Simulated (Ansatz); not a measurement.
Species: C$_{2}$H$_{2}$F, charge 0, doublet. C2H2F (SMILES [H]/[C]=C/F, doublet).
B3LYP-D3(BJ)/def2-TZVP minimum from Ansatz (a quantum-chemistry and plane-wave program):
```
C
C 1 1.3001
F 1 1.3501 2 123.21
H 2 1.0733 1 139.33 3 -180.00
H 1 1.0876 2 125.08 4 0.00
```
Charge 0, spin multiplicity 2.

Atomisation energy term by term, kcal/mol (programs: Ansatz). UHF or UKS for unpaired electrons; spin-orbit terms are left out. Cores are frozen in correlated methods. Rows without X2C or -DK are non-relativistic. CBS(X,Y): correlation extrapolated as X^-3, Hartree-Fock from the larger set. A bracket is a step between two methods taken in the basis named. '+ core + X2C': CCSD(T) terms for core correlation (cc-pwCVTZ) and scalar relativity (cc-pVTZ-DK). For partners of very few electrons the exact lower level stands in for a higher one. The UHF reference of C2H2F ([H]/[C]=C/F, doublet) is spin-contaminated (<S^2> up to 0.18 over the pure value in the sets run).

```csv
term,basis,kcal/mol
Hartree-Fock,cc-pVQZ,324.19
CCSD correlation,"CBS(cc-pVTZ,cc-pVQZ)",115.53
(T),"CBS(cc-pVTZ,cc-pVQZ)",9.49
CCSDT(Q) - CCSD(T),cc-pVDZ,0.97
core correlation,cc-pwCVTZ,2.16
scalar relativity,"X2C, cc-pVTZ-DK",-0.48
sum: De,,451.9
```
